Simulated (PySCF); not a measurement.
# Ni²⁺ (nickel, charge +2): UHF calculation

Configuration: [Ar] 3d8, high-spin 3F determinant. Computed with PySCF 2.14 in 6-31G*, with no relativity, point nucleus.

```
Total energy                                     : -1505.782960 hartree
One-electron energy                              : -2073.6420 hartree
Hartree (Coulomb) energy                         : 629.3014 hartree
Exchange energy                                  : -61.4423 hartree
Kinetic energy                                   : 1505.65677 hartree
⟨S²⟩                                             : 2.0014
⟨L²⟩                                             : 12.012
Sum of ⟨r⟩                                       : 15.61 bohr
Sum of ⟨r²⟩                                      : 15.01 bohr²
Density at the nucleus (Gaussians lack the cusp) : 14000 bohr⁻³
Spin density at the nucleus                      : 0.0551 bohr⁻³
Langevin diamagnetic susceptibility              : -11.9 ×10⁻⁶ cm³/mol
Time after the integrals                         : 0.07 s of wall time on 1 thread of Intel(R) Xeon(R) 6975P-C (shared host)
```

```tsv
shell	electrons	mean orbital energy (eV)	spread (eV)	rms radius, mean of both spins (bohr)
1s α	1	-8335.1	0	0.0635
1s β	1	-8335.1	0	0.0635
2s α	1	-1051.9	0	0.268
2s β	1	-1049.8	0	0.268
2p α	3	-916.58	0	0.239
2p β	3	-914.60	0	0.239
3s α	1	-154.54	0	0.805
3s β	1	-149.23	0	0.805
3p α	3	-111.52	0	0.853
3p β	3	-105.08	0	0.853
3d α	5	-38.877	1.355	1.05
3d β	3	-36.272	0	1.05
```
